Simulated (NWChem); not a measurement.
CH6GeSi, singlet; SMILES [CH3][Ge][SiH3]

Low-valent species are run as closed-shell singlets; no triplet was tried in these runs.

Task: Give the equilibrium geometry at PBE-D3(BJ)/def2-SVP (NWChem) as a Z-matrix, with the point group.

Result: point group C1; any orientation.
```
Si
H 1 1.5085
H 1 1.5124 2 108.21
H 1 1.5176 2 106.66 3 -114.15
Ge 1 2.4788 2 116.18 4 -114.91
C 5 2.0167 1 92.47 2 -159.70
H 6 1.1076 5 111.91 1 -163.41
H 6 1.1096 7 110.07 5 -129.14
H 6 1.1157 7 107.89 8 -115.59
```
